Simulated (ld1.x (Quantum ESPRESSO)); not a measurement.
# tantalum (Ta): one change to an RRKJ potential, before and after

ld1.x (Quantum ESPRESSO) 7.5 input, shortened:

```
&input
   title='Ta', zed=73., rel=1, dft='PBE', iswitch=3,
   config='[Xe] 4f14 5d3 6s0 6p0'
 /
 &inputp
   pseudotype=2, tm=.false., rho0=0.001, lloc=0,
   nlcc=.true., new_core_ps=.true., rcore=1.00
 /
3
5P  2  1   6.00   0.00  2.10  2.10  0.0
5D  3  2   3.00   0.00  2.10  2.10  0.0
6S  1  0   0.00   0.00  2.50  2.50  0.0
 &test
   configts(1)='5p6 5d3 6s0 6p0'
 /
```

All-electron outer shells of the reference configuration (PBE, scalar-relativistic, ld1.x):

```
shell  level (eV)  outermost node (bohr)  outermost maximum (bohr)
   5p      -54.95                   0.58                      1.13
   4f      -40.27                      –                      0.44
   6s      -18.43                   1.31                      2.58
   5d      -18.31                   0.65                      1.54
   6p      -12.54                   1.56                      3.23
```

Change: wave 6s (bound): rc 2.50 bohr becomes 6s (bound): rc 1.88 bohr.

Cutoffs: the cutoffs (Ry, on a coarse ladder) from which the occupation-weighted sum of valence levels, in a spherical-Bessel basis at the reference potential, stays within 10 and 1 mRy of its value at 400 Ry; they do not see the model core or the augmentation charge, which bear on the density cutoff. Errors are all-electron minus pseudo energies relative to the spin-unpolarised reference configuration.

Q: Predict the effect on cutoff, ghosts and configuration errors.

A: The potential gets neither clearly harder nor softer (25 Ry and 30 Ry → 25 Ry and 30 Ry); the d channel sets the loose cutoff, while the largest relative change is in p, which becomes softer; of the 7 tests that both files solve, the error grows in 2 and shrinks in 5 by more than 15 % and 0.3 meV (median size 66.9 → 41.1 meV); neither file shows a bound ghost.

| quantity | base | changed |
| --- | --- | --- |
| cutoff, loose | 25 Ry | 25 Ry |
| cutoff, tight | 30 Ry | 30 Ry |
| loose cutoff by channel (10 mRy a level) | p 21 Ry, d 21 Ry | p 18 Ry, d 21 Ry |
| bound ghosts | none | none |
| error for 5p6 5d3 6s2 6p0, meV [ΔE -23.44 eV] | -18 | +27 |
| error for 5p6 5d3 6s1 6p0, meV [ΔE -14.97 eV] | -4.1 | +6.8 |
| error for 5p6 5d2 6s0 6p0, meV [ΔE 23.60 eV] | -67 | -52 |
| error for 5p6 5d2 6s2 6p0, meV [ΔE -15.76 eV] | -84 | -41 |
| error for 5p6 5d4 6s0 6p0, meV [ΔE -13.54 eV] | -37 | -24 |
| error for 5p6 5d3 6s0 6p2, meV [ΔE -14.84 eV] | -1036 | -672 |
| error for 5p5 5d3 6s2 6p0, meV [ΔE 21.54 eV] | -605 | -178 |
